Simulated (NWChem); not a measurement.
Molecule: C3H3N2, doublet; SMILES C1[N]C=NC=1

```xyz
8

C     -0.7422     0.0000    -0.8789
C      0.7422     0.0000    -0.8789
N      1.1735     0.0000     0.3748
C      0.0000     0.0000     1.0986
N     -1.1735     0.0000     0.3748
H     -1.4214     0.0000    -1.7459
H      1.4214     0.0000    -1.7459
H      0.0000     0.0000     2.1998
```
Atoms are numbered in this order, from 1.

Results from NWChem. Pople sets run with spherical d functions. Spin-unrestricted. In the optimisation the excess spin sits in b2 (C2v, its own frame). The geometry was optimised at PBE-D3(BJ)/def2-SVP, spin-unrestricted. No stability test was run on the SCF state. Total energies compare along this basis series because the functional is fixed.

| level | basis functions | energy (Ha) | highest occupied level (eV) | lowest empty minus highest occupied level, either spin (eV) | dipole (D) |
|---|---|---|---|---|---|
| PBE0/STO-3G | 28 | -222.4444 | -5.49 | 3.28 | 1.45 |
| PBE0/3-21G | 51 | -224.0202 | -7.76 | 3.44 | 1.71 |
| PBE0/6-31G* | 76 | -225.2942 | -7.49 | 3.51 | 1.69 |
| PBE0/6-31+G* | 96 | -225.3036 | -7.73 | 3.44 | 1.81 |
| PBE0/6-311G** | 108 | -225.3480 | -7.62 | 3.45 | 1.69 |
| PBE0/6-311++G** | 131 | -225.3536 | -7.74 | 3.42 | 1.79 |
